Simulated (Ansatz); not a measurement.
Consider the ligand exchange at the Si–S bond: `N[SiH2]S` + `N=C(F)S` → `N=C(F)S[SiH2]N` + H₂S.

Gas-phase electronic energies from Ansatz, PBE0-D4/def2-TZVP geometries. CCSD(T)/CBS is the MP2 limit (def2-TZVPP, def2-QZVPP) plus CCSD(T) − MP2 in def2-TZVPP, frozen cores. This one scheme is used for every species. DFT in def2-TZVPP. One conformer a species, not always the lowest.

`N[SiH2]S`:

Z-matrix (Å, degrees):
```
Si
S 1 2.151
N 1 1.706 2 111.5
H 1 1.484 2 111.6 3 -117.8
H 1 1.485 2 105.8 3 122.4
H 2 1.343 1 94.3 3 -148.1
H 3 1.006 1 122.1 2 53.2
H 3 1.006 1 120.4 2 -98.6
```

`N=C(F)S`:

Z-matrix (Å, degrees):
```
C
F 1 1.332
S 1 1.764 2 107.1
N 1 1.243 2 119.1 3 180.0
H 3 1.341 1 95.2 2 180.0
H 4 1.013 1 113.4 2 -180.0
```

`N=C(F)S[SiH2]N`:

Z-matrix (Å, degrees):
```
Si
S 1 2.178
N 1 1.704 2 108.3
H 1 1.479 2 108.8 3 -118.4
H 1 1.479 2 108.7 3 118.5
C 2 1.746 1 101.4 3 -179.8
H 3 1.007 1 121.2 2 75.0
H 3 1.007 1 121.1 2 -75.4
F 6 1.358 2 112.9 1 -0.3
N 6 1.244 2 124.1 1 179.7
H 10 1.017 6 112.0 2 180.0
```

H₂S:

```xyz
3

S    -0.208   -0.432    0.392
H     0.345   -0.474   -0.829
H    -0.137    0.906    0.438
```

| level | ΔE (kJ/mol) |
| --- | --- |
| LDA (SPW92) | -3.8 |
| BLYP-D4 | -6.0 |
| HF/def2-TZVPP | 1.1 |
| CCSD/CBS(def2) | -3.3 |

What does CCSD(T)/CBS give? (An estimate is asked.)

Computed: -4.5 kJ/mol. The listed levels differ from it by 0.7, -1.5, 5.6, 1.2 kJ/mol.

Largest T1 diagnostic among the species: 0.014.

In def2-TZVPP, CCSD(T) changes the Hartree–Fock value by −6.9 kJ/mol (the triples alone add −1.2 kJ/mol) and MP2 by −7.0 kJ/mol. At CCSD(T), def2-SVP lies −8.5 kJ/mol from the extrapolated value and def2-TZVPP −1.2 kJ/mol. The D4 term adds −4.3 kJ/mol with B3LYP and −2.6 kJ/mol with PBE0; it sums over pairs of atoms, weighted by their polarisabilities, and B3LYP, whose exchange is more repulsive, gets the larger term.

B3LYP here is the variant with VWN-RPA as its local correlation; programs differ in this.
